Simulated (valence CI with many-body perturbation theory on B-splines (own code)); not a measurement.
# Basis-set convergence for Ru¹¹⁺

Calculated by configuration interaction combined with many-body perturbation theory (CI+MBPT): five valence electrons over a frozen Dirac-Fock core [Ar] 3d10, a basis of 9 s, 9 p, 8 d, 6 f, 3 g, 1 h functions for each j, with the one-electron correlation potential Σ1 (screened to all orders), the two-electron term Σ2, the three-electron term Σ3, Breit, model QED; selected single and double excitations, second order for the rest, scaled by the run's own slope (own B-spline code, finite nucleus).

No measured levels were compared; by estimate levels hold to about 250 cm⁻¹ or 0.2 % of their energy and the worst to 1 %, as in measured heavy ions of charge 2 to 7; those with d or f electrons hold less well. Among the levels kept, up to 1400 cm⁻¹ of a level comes from second order outside the variational space, and about a tenth of that is noise between levels of different J, which matters for small intervals.

The reference run has the lowest level 4s²4p³ ⁴S°_3/2 and an ionisation energy of 245.796 eV. Its largest variational space holds 19992 state functions.

Names give the largest LS component (configuration and term), which can be under half, so a name can repeat, a term be missing and a line seem to break the LS rules; names also repeat where a configuration has a term twice.

Changed runs:
A. basis 6 s, 6 p, 5 d, 3 f, 1 g
B. basis 5 s, 5 p, 4 d, 2 f

Excitation energies of the reference run in cm⁻¹, and shifts in cm⁻¹:

```
                 Level  Reference       A       B
        4s²4p³ ²D°_3/2      32352    +110    +422
        4s²4p³ ²D°_5/2      44085    +140    +524
        4s²4p³ ²P°_1/2      66245    +191    +720
        4s²4p³ ²P°_3/2      89570    +155    +603
          4s4p⁴ ⁴P_5/2     263592     -37     -21
          4s4p⁴ ⁴P_3/2     284479     -46     -43
          4s4p⁴ ⁴P_1/2     289765     -24     +26
          4s4p⁴ ²D_3/2     324595     +96    +422
          4s4p⁴ ²D_5/2     332366     +96    +426
          4s4p⁴ ²S_1/2     367480    +196    +748
          4s4p⁴ ²P_3/2     373362    +107    +421
          4s4p⁴ ²P_1/2     405370    +138    +556
Ionisation energy (eV)    245.796  -0.028  -0.090
```
